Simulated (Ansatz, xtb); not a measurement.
# C4H9F2N: which of two isomers lies lower

Structure X is `CN[C@H](C)C(F)F`, a singlet and structure Y is `CCC(F)(F)CN`, a singlet. Both are isolated molecules in the gas phase, relaxed with r2SCAN-D4/def2-SVP; each stands in its lowest conformer found.

**Question.** Estimate which is lower in electronic energy at CCSD(T)/def2-SVP + ΔMP2/def2-TZVPP, and by roughly how much.

**Answer.** The CCSD(T)/def2-SVP + ΔMP2/def2-TZVPP calculation puts structure Y lower, by 11.5 kcal/mol.

Level by level:

```csv
level,geometry,E(Y) − E(X) (kcal/mol),departure from the last row (kcal/mol),"job, with rough time for the two"
GFN2-xTB,GFN2-xTB,−1.4,+10.0,"optimisation, 0.12 s"
HF/STO-3G,GFN2-xTB,−5.8,+5.7,"single point, 0.36 s"
r2SCAN-D4/def2-SVP//GFN2-xTB,GFN2-xTB,−11.6,−0.1,"single point, 3.6 s"
r2SCAN-D4/def2-SVP,r2SCAN-D4/def2-SVP,−11.7,−0.2,"optimisation, 36 s"
HF/def2-SVP,r2SCAN-D4/def2-SVP,−10.2,+1.3,part of the CCSD(T) run
MP2/def2-SVP,r2SCAN-D4/def2-SVP,−11.1,+0.4,part of the CCSD(T) run
CCSD(T)/def2-SVP,r2SCAN-D4/def2-SVP,−10.8,+0.7,single point
CCSD(T)/def2-SVP + ΔMP2/def2-TZVPP,r2SCAN-D4/def2-SVP,−11.5,,"single point, 92 s"
```

As drawn, Y has 1 C–C, 1 N–H in place of 1 C–N, 1 C–H.

None of the levels shown reverses the order. The largest departure from CCSD(T)/def2-SVP + ΔMP2/def2-TZVPP is that of GFN2-xTB, 10.0 kcal/mol. The last row adds to CCSD(T) the change of the MP2 difference between the two basis sets, here −0.7 kcal/mol.

With thermal terms from frequencies at re-optimised GFN2-xTB minima (ideal gas, soft modes damped towards free rotors, one conformer each, 298.15 K, 1 atm): on the last row, ΔE + ΔZPE = −11.2, ΔH = −11.3, ΔG = −11.1 kcal/mol.

The correlated steps freeze 7 core orbitals. Mirror images aren't counted in ΔG. Programs: Ansatz 0.2.0, xtb 6.7.1; the last row on 4 threads of Arm Neoverse V1 on a shared host.
